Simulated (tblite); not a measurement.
Q: Give a GFN2-xTB geometry of `N#C[Si@@H]([SH+])CC` [radical]. (Charge +1 and doublet state.)

A: 
```xyz
13
C3H7NSSi angstrom
C     -1.7523   -0.6024    0.1206
C     -0.7505    0.3102   -0.5407
Si     0.9420    0.3737    0.4148
S      2.3244    1.5250   -0.8279
C      1.5767   -1.3876    0.2340
N      1.9614   -2.4572    0.1494
H     -2.0082   -0.2819    1.1277
H     -2.6766   -0.5750   -0.4662
H     -1.4236   -1.6394    0.1386
H     -1.1293    1.3345   -0.5776
H     -0.5372   -0.0212   -1.5614
H      0.9646    0.8566    1.7841
H      2.5042    2.5653   -0.0131
```

Any rigid rotation of these coordinates is as good. Atoms count from 1 in this order. The 2 C–Si bonds span 1.881 Å (Si3–C5, drawn single) to 1.945 Å (C2–Si3, drawn single), a spread of 0.064 Å. Of the pairs four or more bonds apart, C5···H9 is among the closest relative to their van der Waals radii: 3.01 Å, 104 % of the sum of Bondi's values. Si3 (silicon bonded to 2 C, S and H) is distorted tetrahedral (angles from 102.5° to 119.2°).

Bonds between heavy atoms (Å): C1–C2 1.508, C2–Si3 1.945, Si3–S4 2.187, Si3–C5 1.881, C5≡N6 1.140.

The geometry is computed with GFN2-xTB (gas phase). This method treats the open shell by occupation alone, without spin polarisation.

Point group: C1 (no symmetry element, even within 0.4 Å). Its GFN2-xTB frequencies are all real (lowest 57 cm⁻¹). Torsions: C1–C2–Si3–S4 173°, C2–Si3–S4–H 115°. 3 starts were optimised and ended at 0.00, 0.01 and 0.44 kcal/mol (GFN2-xTB); the lowest of these is shown.

One conformer stands for the species.
